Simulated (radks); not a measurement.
The numbers below are computed, except where a source is named.
Task: Hg V, 76 electrons, occupied as [Xe] 4f14 5d8 (the NIST ground configuration). Code: a radial shooting solver on a logarithmic mesh with Libxc functionals. Model: Dirac Kohn-Sham, PBE, spin-unpolarised, spherical densities, point nucleus; open shells fill j = l - 1/2 first. Some entries of the table are withheld. Estimate them.

| orbital | occ. | eigenvalue (eV) | <r^2> (bohr^2) |
|---|---|---|---|
| 1s1/2 | 2 | -83099.38 | 0.0003806 |
| 2s1/2 | 2 | -14757.36 | 0.005736 |
| 2p1/2 | 2 | -14158.23 | 0.004054 |
| 2p3/2 | 4 | -12210.14 | 0.005240 |
| 3s1/2 | 2 | -3540.381 | 0.03723 |
| 3p1/2 | 2 | -3271.156 | 0.03392 |
| 3p3/2 | 4 | -2839.627 | 0.04031 |
| 3d3/2 | 4 | -2395.112 | 0.03086 |
| 3d5/2 | 6 | -2302.673 | 0.03260 |
| 4s1/2 | 2 | -818.0569 | 0.1799 |
| 4p1/2 | 2 | -702.7161 | 0.1832 |
| 4p3/2 | 4 | -598.5083 | 0.2154 |
| 4d3/2 | 4 | -410.3273 | 0.2263 |
| 4d5/2 | 6 | -390.9011 | 0.2376 |
| 5s1/2 | 2 | (1) | 0.9042 |
| 4f5/2 | 6 | (2) | 0.2764 |
| 4f7/2 | 8 | (3) | 0.2841 |
| 5p1/2 | 2 | -129.8409 | 1.047 |
| 5p3/2 | 4 | -111.1729 | 1.251 |
| 5d3/2 | 4 | -58.3882 | 1.995 |
| 5d5/2 | 4 | -56.1697 | 2.113 |
| 6s1/2 | 0 | -45.6769 | 4.982 |
| 6p1/2 | 0 | -36.2939 | 6.401 |
| 6p3/2 | 0 | -33.4208 | 7.401 |

Result: 
(1) 5s1/2 eigenvalue (eV): -168.1072
(2) 4f5/2 eigenvalue (eV): -148.7428
(3) 4f7/2 eigenvalue (eV): -144.5446
